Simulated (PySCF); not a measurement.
C₆ coefficients of unlike pairs at PBE0

Calculated with PySCF 2.14 from the dipole response of each species, C₆(A,B) = (3/π) ∫ α_A(iu) α_B(iu) du, in atomic units, from isotropic polarisabilities. For ions this is the dispersion term alone; charge-induced terms of lower order in 1/R come first.

```csv
species,configuration,basis,relativity,α (bohr³),C₆ (like pair)
S,[Ne] 3s2 3p4 (3P),dyall-acv3z (19s12p6d4f),spin-free X2C,19.80,136.3
Zn,[Ar] 3d10 4s2 (1S),aug-cc-pVTZ-DK (8s7p5d3f2g),spin-free X2C,40.47,293.6
Ti,[Ar] 3d2 4s2 (3F),"x2c-TZVPPall with one added diffuse shell each of s, p, d, f type (7s6p5d3f1g)",spin-free X2C,108.8,1275
I⁺,[Kr] 4d10 5s2 5p4 (3P),"aug-cc-pwCVTZ-DK3 with one added diffuse shell each of s, p, d, f type (11s10p8d5f1g)",spin-free X2C,20.25,175.7
```

(1) Estimate C₆ for Zn with S.

No spin-orbit coupling is included.

The other pairs:

```tsv
pair	C₆
I⁺, S	153.7
Ti, Zn	595.0
Ti, S	364.3
I⁺, Zn	211.4
I⁺, Ti	393.3
```

Results:

(1) The integral gives 191.8. The combination rule 2 C_A C_B / (C_A α_B/α_A + C_B α_A/α_B) gives 189.6 and the geometric mean 200.1.
